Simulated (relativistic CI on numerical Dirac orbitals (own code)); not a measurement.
## Radial parameters of Ir LII

Calculated at this level of theory: Dirac-Coulomb-Breit CI, separate exchange-only KLI orbitals for each configuration, a model potential for QED, unscaled Slater integrals (own radial code, finite nucleus).

Slater integrals F^k, G^k are unscaled and averaged over j, outside the closed core [Ne]; ζ comes from projecting the Hamiltonian with its Breit term on Σ l·s of the shell.

- 3s²3p⁶3d⁸: F^2(3d,3d) = 617330, F^4(3d,3d) = 398340, ζ(3d) = 265150 cm⁻¹; <r>(3d) = 0.1651, <r^2>(3d) = 0.03164 (bohr units).
- 3s²3p⁵3d⁹: ζ(3p) = 2.0488e+06, F^2(3p,3d) = 537650, G^1(3p,3d) = 576560, G^3(3p,3d) = 383290, ζ(3d) = 263170 cm⁻¹; <r>(3p) = 0.1833, <r^2>(3p) = 0.03899, <r>(3d) = 0.1653, <r^2>(3d) = 0.03172 (bohr units).
- 3s²3p⁴3d¹⁰: F^2(3p,3p) = 532950, ζ(3p) = 2.0478e+06 cm⁻¹; <r>(3p) = 0.1835, <r^2>(3p) = 0.03905 (bohr units).

**Question.** Give the Racah parameters of the d shell in 3s²3p⁶3d⁸.

**Answer.** B = F²/49 − 5F⁴/441 = 8082 cm⁻¹ and C = 35F⁴/441 = 31615 cm⁻¹.

Averages of the first 10 configurations, taken without configuration mixing, which lowers the lowest level and can move excited configurations by several eV; other configurations of the list can lie among them:

| Configuration | Parity | States | Average energy above the lowest level (eV) |
| --- | --- | --- | --- |
| 3s²3p⁶3d⁸ | even | 45 | 72.6 |
| 3s²3p⁵3d⁹ | odd | 60 | 640.8 |
| 3s²3p⁴3d¹⁰ | even | 15 | 1217.6 |
| 3s3p⁶3d⁹ | even | 20 | 1147.5 |
| 3p⁶3d¹⁰ | even | 1 | 2233.9 |
| 3s3p⁵3d¹⁰ | odd | 12 | 1714.0 |
| 3s²3p⁶3d⁷4s | even | 240 | 1954.3 |
| 3s²3p⁶3d⁷4p | odd | 720 | 2145.8 |
| 3s²3p⁴3d⁹4s | even | 300 | 3079.5 |
| 3s²3p⁶3d⁷4d | even | 1200 | 2359.5 |
